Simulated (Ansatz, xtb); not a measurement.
**Relative energy of two isomers of C6H9B**

We compare a, `BC1=CC=CCC1`, a singlet, with b, `BC1=CCCC=C1`, a singlet. Both are isolated molecules in the gas phase, relaxed with B3LYP/def2-SVP; the shapes shown needn't be the lowest conformers.

a (Å):

```yaml
atoms:
  - { symbol: C, position_ang: [0.1027, 0.8342, 0.4511] }
  - { symbol: C, position_ang: [1.3217, 0.4659, -0.0532] }
  - { symbol: C, position_ang: [1.4818, -0.6338, -0.9941] }
  - { symbol: C, position_ang: [0.4783, -1.5206, -1.1745] }
  - { symbol: C, position_ang: [-0.8113, -1.3866, -0.4089] }
  - { symbol: C, position_ang: [-1.1145, 0.0782, -0.0660] }
  - { symbol: B, position_ang: [0.0201, 2.0088, 1.4333] }
  - { symbol: H, position_ang: [-1.0403, 2.3913, 1.8729] }
  - { symbol: H, position_ang: [1.0340, 2.5692, 1.7803] }
  - { symbol: H, position_ang: [2.2163, 1.0166, 0.2545] }
  - { symbol: H, position_ang: [2.4398, -0.7629, -1.5057] }
  - { symbol: H, position_ang: [0.6178, -2.3852, -1.8319] }
  - { symbol: H, position_ang: [-1.6463, -1.8337, -0.9722] }
  - { symbol: H, position_ang: [-0.7222, -1.9893, 0.5195] }
  - { symbol: H, position_ang: [-1.4716, 0.5932, -0.9806] }
  - { symbol: H, position_ang: [-1.9445, 0.1387, 0.6545] }
```

b (Å):

```yaml
atoms:
  - { symbol: C, position_ang: [0.1270, 0.9326, 0.4888] }
  - { symbol: C, position_ang: [1.2056, 0.1903, 0.0989] }
  - { symbol: C, position_ang: [1.0764, -0.9648, -0.8532] }
  - { symbol: C, position_ang: [-0.2893, -1.6612, -0.7478] }
  - { symbol: C, position_ang: [-1.4137, -0.6639, -0.6003] }
  - { symbol: C, position_ang: [-1.2045, 0.5314, -0.0205] }
  - { symbol: B, position_ang: [0.3498, 2.1546, 1.3964] }
  - { symbol: H, position_ang: [1.4614, 2.4019, 1.8010] }
  - { symbol: H, position_ang: [-0.5642, 2.8811, 1.7101] }
  - { symbol: H, position_ang: [2.2065, 0.4753, 0.4401] }
  - { symbol: H, position_ang: [1.9002, -1.6836, -0.7169] }
  - { symbol: H, position_ang: [1.2056, -0.5537, -1.8772] }
  - { symbol: H, position_ang: [-0.4500, -2.3092, -1.6242] }
  - { symbol: H, position_ang: [-0.2983, -2.3389, 0.1305] }
  - { symbol: H, position_ang: [-2.4178, -0.9573, -0.9224] }
  - { symbol: H, position_ang: [-2.0357, 1.2284, 0.1214] }
```

Task: Estimate which is lower in electronic energy at CCSD(T)/def2-SVP + ΔMP2/def2-TZVPP, and by roughly how much.

Result: Too close to call at this level: CCSD(T)/def2-SVP + ΔMP2/def2-TZVPP gives E(b) − E(a) = +0.048 eV.

How the difference moves with the method:

```json
{"level": "GFN2-xTB", "geometry": "GFN2-xTB", "E(b) − E(a) (eV)": "+0.074", "departure from the last row (eV)": "+0.026", "job, with rough time for the two": "optimisation, 0.15 s"}
{"level": "HF/STO-3G", "geometry": "GFN2-xTB", "E(b) − E(a) (eV)": "+0.002", "departure from the last row (eV)": "−0.046", "job, with rough time for the two": "single point, 0.52 s"}
{"level": "r2SCAN-D4/def2-SVP", "geometry": "GFN2-xTB", "E(b) − E(a) (eV)": "+0.095", "departure from the last row (eV)": "+0.047", "job, with rough time for the two": "single point, 3.8 s"}
{"level": "B3LYP/def2-SVP", "geometry": "B3LYP/def2-SVP", "E(b) − E(a) (eV)": "+0.075", "departure from the last row (eV)": "+0.027", "job, with rough time for the two": "optimisation, 47 s"}
{"level": "HF/def2-SVP", "geometry": "B3LYP/def2-SVP", "E(b) − E(a) (eV)": "+0.018", "departure from the last row (eV)": "−0.030", "job, with rough time for the two": "part of the CCSD(T) run"}
{"level": "MP2/def2-SVP", "geometry": "B3LYP/def2-SVP", "E(b) − E(a) (eV)": "+0.067", "departure from the last row (eV)": "+0.019", "job, with rough time for the two": "part of the CCSD(T) run"}
{"level": "CCSD(T)/def2-SVP", "geometry": "B3LYP/def2-SVP", "E(b) − E(a) (eV)": "+0.051", "departure from the last row (eV)": "+0.003", "job, with rough time for the two": "single point"}
{"level": "CCSD(T)/def2-SVP + ΔMP2/def2-TZVPP", "geometry": "B3LYP/def2-SVP", "E(b) − E(a) (eV)": "+0.048", "departure from the last row (eV)": "", "job, with rough time for the two": "single point, 59 s"}
```

As drawn, both hold the same kinds of bond in the same numbers.

HF/STO-3G, HF/def2-SVP find them nearly level. The largest departure from CCSD(T)/def2-SVP + ΔMP2/def2-TZVPP is that of r2SCAN-D4/def2-SVP, 0.047 eV. The last row adds to CCSD(T) the change of the MP2 difference between the two basis sets, here −0.003 eV.

With thermal terms from frequencies at re-optimised GFN2-xTB minima (ideal gas, soft modes damped towards free rotors, one conformer each, 298.15 K, 1 atm): on the last row, ΔE + ΔZPE = +0.042, ΔH = +0.043, ΔG = +0.041 eV.

The correlated steps freeze 7 core orbitals. Codes used: Ansatz 0.2.0, xtb 6.7.1; the last row on 2 threads of Intel(R) Xeon(R) 6975P-C (Granite Rapids) on a shared host.
